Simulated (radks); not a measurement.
Q: Radial electron density D(r) = 4 pi r^2 rho(r) of an atom or ion with 1 electrons. Method: scalar-relativistic Kohn-Sham, LDA (Slater exchange, Perdew-Zunger correlation), spin-polarised, spherical densities, point nucleus; computed with a radial shooting solver on a logarithmic mesh with Libxc functionals.

r (bohr)  D(r) (e/bohr)
0.06038         0.07191
0.06646         0.08503
0.07316          0.1003
0.08053          0.1179
0.08864          0.1383
0.09836          0.1637
0.1083           0.1906
0.1192           0.2210
0.1312           0.2551
0.1444           0.2930
0.1602           0.3383
0.1764           0.3840
0.1942           0.4329
0.2137           0.4845
0.2352           0.5379
0.261            0.5964
0.2873           0.6494
0.3163           0.6995
0.3482           0.7445
0.3832           0.7821
0.4252           0.8117
0.4681           0.8260
0.5152           0.8260
0.5672           0.8101
0.6243           0.7778
0.6872           0.7295
0.7625           0.6611
0.8394           0.5864
0.9239           0.5045
1.017            0.4204
1.119            0.3390
1.242            0.2592
1.367            0.1973
1.505            0.1490
1.657            0.1149
1.824           0.09375
2.024           0.08286
2.228           0.08043
2.452           0.08173
2.699           0.08355
2.971           0.08337
3.297           0.07919
3.629           0.07126
3.994           0.06017
4.397           0.04736
4.84            0.03453
5.327           0.02317
5.911           0.01359
6.507          0.007504
7.163          0.003730
7.884          0.001655
8.679         0.0006498
9.63          0.0002032

What is the nuclear charge?

A: Z = 2. The innermost maximum, from 1s, lies near gamma/Z bohr with gamma = sqrt(1 - (Z/c)^2) = 1.000, here 0.5 bohr (found: 0.491), and its height grows with Z. The density is that of the helium ion He+ in 1s0.75 2s0.25; the configuration itself is not fixed sharply by these data. D(r) has 2 maxima, at r = 0.491, 2.83 bohr, and minima at 2.23 bohr, inside which lie 0.79 electrons.
